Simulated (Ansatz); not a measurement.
Total energies of Li₇Sn from Ansatz at PBE-D4/def2-TZVPD, gas phase (1 Eh = 27.2114 eV = 2625.5 kJ/mol). The reference geometry is relaxed at PBE0-D4/def2-TZVP.

Cartesian coordinates in Å:
```
Li -1.549 -0.641 0.336
Li -0.987 2.149 -1.477
Li 0.969 -1.825 0.825
Li -1.314 -2.313 3.019
Li 0.096 0.468 2.362
Li 0.120 -0.424 -2.580
Li 1.874 1.964 -2.269
Sn 0.791 0.621 -0.218
```

```csv
state,geometry,energy (Eh)
charge 0 doublet,reference,-266.85632
charge -1 singlet,reference,-266.88543
free Li atom (doublet),–,-7.46192
free Sn atom (triplet),–,-214.24945
```

In the def2 sets Sn takes a core potential; there is no spin–orbit coupling.

Task: Work out the vertical electron affinity, to the singlet.

Result: E(charge 0 doublet) − E(charge -1 singlet) = -266.85632 − (-266.88543) = 0.02911 Eh = 0.79 eV.

Task: What is the binding energy per atom against free atoms?

Result: Atoms: 7 × (-7.46192) + 1 × (-214.24945) = -266.48289 Eh. Binding: -266.48289 − (-266.85632) = 0.37343 Eh = 10.16 eV, or 1.27 eV for each of 8 atoms (no zero-point energy, no counterpoise term).

A triplet lies near this restricted singlet, and broken spin symmetry wasn't tried. At PBE-D4/def2-TZVPD the highest occupied level of the charge -1 singlet lies above zero (up to 0.35 eV). By energy differences its removal costs 0.79 eV (vertical, to the charge 0 doublet, at PBE-D4/def2-TZVPD); a positive level beside a positive removal energy at the same level points to self-interaction error. 

The structure comes from a short search, and lower isomers may exist.
